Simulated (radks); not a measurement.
Question: Er, configuration [Xe] 4f12 6s2. Method: scalar-relativistic Kohn-Sham, PBE, spin-polarised, spherical densities, point nucleus; open shells are filled with parallel spins first (spin-orbit coupling, left out, can overturn this in heavy ions); computed with a radial shooting solver on a logarithmic mesh with Libxc functionals. Some entries of the table are withheld. Estimate them.

orbital  occ.  eigenvalue (Ry)  <r> (bohr)  <r^2> (bohr^2)
1s up       1        -4217.136     0.02037       0.0005677
1s down     1        -4217.136     0.02037       0.0005677
2s up       1        -708.4521     0.08646        0.008833
2s down     1        -708.4506     0.08646        0.008833
2p up       3        -626.5381     0.07672        0.007187
2p down     3        -626.5370     0.07672        0.007187
3s up       1        -158.7637      0.2253         0.05803
3s down     1        -158.7012      0.2253         0.05800
3p up       3        -133.8508      0.2245         0.05843
3p down     3        -133.7884      0.2245         0.05840
3d up       5        -102.6840      0.2038         0.04875
3d down     5        -102.6364      0.2037         0.04871
4s up       1        -31.37249      0.5081          0.2915
4s down     1        -31.24042      0.5081          0.2915
4p up       3        -23.18035      0.5390          0.3306
4p down     3        -23.05031      0.5391          0.3307
4d up       5        -12.21290      0.5836          0.3955
4d down     5        -12.08500      0.5839          0.3961
5s up       1         -3.84193       1.251           1.763
5s down     1         -3.77962       1.256           1.779
5p up       3         -1.96067       1.492           2.543
5p down     3         -1.91681       1.502           2.579
6s up       1         -0.28354       4.003           18.31
4f up       7         -0.28307      0.8225             (1)
6s down     1         -0.27991       4.033           18.58
4f down     5         -0.17218      0.8469             (2)

Answer: 
(1) 4f up <r^2> (bohr^2): 0.9427
(2) 4f down <r^2> (bohr^2): 1.031
